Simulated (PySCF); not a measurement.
## Al (aluminium, neutral) across methods

[Ne] 3s2 3p1, 2P determinant. Computed with PySCF 2.14 in aug-cc-pV(T+d)Z with one added diffuse shell each of s, p, d, f type (7s6p5d3f, 71 functions), with the non-relativistic Hamiltonian (point nucleus).

```csv
method,E (hartree),mean ε 3s α (eV),mean ε 3s β (eV),mean ε 3p α (eV),Σ⟨r²⟩ (bohr²),⟨S²⟩
PBEsol,-241.7419,-7.881,-7.275,-3.037,32.96,0.754
PBE0,-242.2524,-8.982,-8.179,-3.907,32.67,0.757
M06,-242.3520,-8.876,-8.145,-3.523,32.66,0.752
UHF,-241.87922,-11.591,-9.911,-5.932,33.34,0.770
revPBE,-242.3168,-7.850,-7.250,-3.108,32.92,0.756
LDA,-241.3119,-8.010,-7.431,-3.018,32.98,0.752
PBE,-242.2297,-7.891,-7.299,-3.095,32.89,0.755
wB97M-V,-242.3523,-11.122,-10.407,-5.184,33.61,0.751
r2SCAN,-242.3343,-8.052,-7.405,-3.349,32.64,0.762
```
